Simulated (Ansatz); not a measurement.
The input (input.yaml):

```yaml
crystal:
  periodic: [false, false, false]
  atoms:
    - { symbol: F, position_ang: [-0.54104, -2.50002, 0.18949] }
    - { symbol: Ga, position_ang: [0.38363, -1.0423, 0.29071] }
    - { symbol: O, position_ang: [-0.67811, 0.35766, 0.03837] }
    - { symbol: S, position_ang: [-0.44811, 2.00883, 0.10351] }
    - { symbol: H, position_ang: [1.87621, -1.06265, 0.59272] }
    - { symbol: H, position_ang: [-0.26066, 2.08776, 1.434] }
basis:
  gaussian: { orbitals: def2-SVP }
hamiltonian:
  xc: b3lyp
relax:
  f_tol: 0.015
  max_steps: 40
output:
  orbitals: {}
```

Command:

```bash
$ ansatz run input.yaml --threads 1 --pin off --max-ram 2048MiB --backend cpu --events-out ev --progress --plain --runs-dir out
```

Hardware: 1 thread of Arm Neoverse N1 (shared host).

Q: Roughly how long does this run take, and how much memory?

A: 63 s, with a peak of 0.19 GiB, for 8 ionic steps.
